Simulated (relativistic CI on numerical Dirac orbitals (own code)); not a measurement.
# Line list: Forbidden lines, Pm LII

Calculated at this level of theory: Dirac-Coulomb-Breit CI, orbitals from a KLI potential per configuration, model QED (radiative potential, 1s self-energy scaled to tabulated hydrogen-like ionisation energies), unscaled Slater integrals (own radial code, finite nucleus).

Configurations in the expansion (outside the closed core 1s2): 2s2.2p6, 2s2.2p5.3s, 2s2.2p5.3p, 2s2.2p5.3d, 2s.2p6.3s, 2s.2p6.3p, 2s.2p6.3d, 2s2.2p5.4s, 2s2.2p5.4p, 2s2.2p5.4d, 2s2.2p5.4f, 2s.2p6.4s, 2s2.2p4.3s2, 2s.2p6.4p, 2s.2p6.4d, 2s2.2p4.3s.3p, 2s.2p6.4f, 2s2.2p5.5s, 2s2.2p5.5p, 2s2.2p5.5d, 2s2.2p5.5f, 2s2.2p5.5g, 2s2.2p4.3s.3d, 2s2.2p4.3p2, 2s2.2p4.3p.3d, 2s.2p5.3s2, 2s2.2p4.3d2, 2s.2p5.3s.3p, 2s.2p5.3s.3d, 2s.2p5.3p2, 2s.2p6.5s, 2s.2p6.5p, 2s.2p6.5d, 2s.2p6.5f, 2s.2p5.3p.3d, 2s.2p6.5g. Levels of other configurations are missing.

| λ vac (Å) | Lower | Upper | Type | A (s⁻¹) | gf | Branching (%) |
| --- | --- | --- | --- | --- | --- | --- |
| 1.4356 | 2s2.2p6 1S_0 [1] | 2s2.2p5.5f 1D_2 [101] | E2 | 1.59e+12 | 2.45e-03 | 2.8 |
| 1.5881 | 2s2.2p6 1S_0 [1] | 2s2.2p5.4f 1D_2 [59] | E2 | 2.17e+12 | 4.10e-03 | 2.0 |
| 1.7997 | 2s2.2p6 1S_0 [1] | 2s.2p6.3d 1D_2 [37] | E2 | 3.41e+12 | 8.29e-03 | 43.6 |
| 1.8114 | 2s2.2p6 1S_0 [1] | 2s.2p6.3d 3D_2 [35] | E2 | 9.41e+11 | 2.31e-03 | 16.4 |
| 1.9038 | 2s2.2p6 1S_0 [1] | 2s2.2p5.3d 3P°_2 [28] | M2 | 5.32e+09 | 1.45e-05 | 5.7 |
| 1.9540 | 2s2.2p6 1S_0 [1] | 2s2.2p5.3p 3D_2 [23] | E2 | 3.02e+11 | 8.65e-04 | 47.4 |
| 2.0883 | 2s2.2p6 1S_0 [1] | 2s2.2p5.3d 1D°_2 [15] | M2 | 2.23e+10 | 7.28e-05 | 23.1 |
| 2.1470 | 2s2.2p6 1S_0 [1] | 2s2.2p5.3p 3P_2 [8] | E2 | 2.58e+11 | 8.93e-04 | 41.9 |
| 2.2088 | 2s2.2p6 1S_0 [1] | 2s2.2p5.3p 3D_2 [5] | E2 | 2.63e+11 | 9.62e-04 | 92.2 |
| 2.2097 | 2s2.2p6 1S_0 [1] | 2s2.2p5.3p 3P_1 [4] | M1 | 3.70e+09 | 8.13e-06 | 14.3 |
| 2.2542 | 2s2.2p6 1S_0 [1] | 2s2.2p5.3s 3P°_2 [2] | M2 | 7.03e+08 | 2.68e-06 | 100.0 |
| 21.649 | 2s2.2p5.3p 3D_2 [5] | 2s2.2p5.3p 3D_1 [20] | M1 | 1.44e+09 | 3.03e-04 | 5.8 |
| 21.757 | 2s2.2p5.3s 1P°_1 [3] | 2s2.2p5.3s 3P°_0 [18] | M1 | 1.73e+09 | 1.23e-04 | 61.6 |

Terms are leading LS components. Brackets give the number of a level in order of energy, since labels repeat. The list gives strong lines, with weight on those to low levels, among the lowest 157 of 838 levels, so that lines to higher ones, which can be the strongest, are missing. Levels whose partners in the same complex of configurations lie outside the list can be far off, and so can their lines. Rates are taken at the computed energies, electric ones in the length gauge.

At this charge energies of transitions that change n are usually good to better than 1 %, and those within a shell (Δn = 0) to a few per cent.

LS names give the leading component of a level, which can be under half, so a name can repeat, a term be missing and a line seem to break the LS rules.
